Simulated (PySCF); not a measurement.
**Question.** Write a Z-matrix for `C[C@H]1C[SiH2]1` as optimised with GFN2-xTB.

**Answer.** 
Z-matrix in Å and degrees, rows numbered from 1:
```
C 
C   1  1.5091
C   2  1.5354  1  117.15
Si  3  1.8815  2   66.21  1   115.44
H   1  1.0913  2  110.61  3    73.61
H   1  1.0881  2  110.70  3   -46.22
H   1  1.0892  2  110.91  3  -166.50
H   2  1.0857  1  111.91  3  -134.30
H   3  1.0813  2  116.39  4   113.93
H   3  1.0816  2  115.29  4  -112.94
H   4  1.4513  2  118.72  3  -104.33
H   4  1.4516  2  118.03  3   103.37
```

Si4 (SiH2 silicon) has angles from 48.1° to 118.9°. The 3-membered ring C2–C3–Si4 has internal angles of 48.1° to 66.2°. The C–C distances run from 1.509 Å (C1–C2, drawn single) to 1.535 Å (C2–C3, drawn single), a spread of 0.026 Å.

Structure optimised with GFN2-xTB, isolated species.

Point group: C1 (no symmetry element, even within 0.4 Å). GFN2-xTB frequencies: not computed here.
